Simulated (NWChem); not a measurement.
System: AlHBrF; SMILES [F][AlH][Br]

Program: NWChem. Geometry: optimised at B3LYP/6-31G* (spherical d). Ions are spin-unrestricted doublets at the neutral geometry; other ion states weren't tried.

For level PBE0/def2-SVP:

```yaml
vertical ionisation energy, ΔSCF (eV): 11.32
"−ε(HOMO) (eV)": 8.75
```

**Question.** What are these values for level PBE/def2-SVP?

**Answer.** The vertical ionisation energy, ΔSCF (eV) comes out as 10.98 and the −ε(HOMO) (eV) comes out as 7.41.
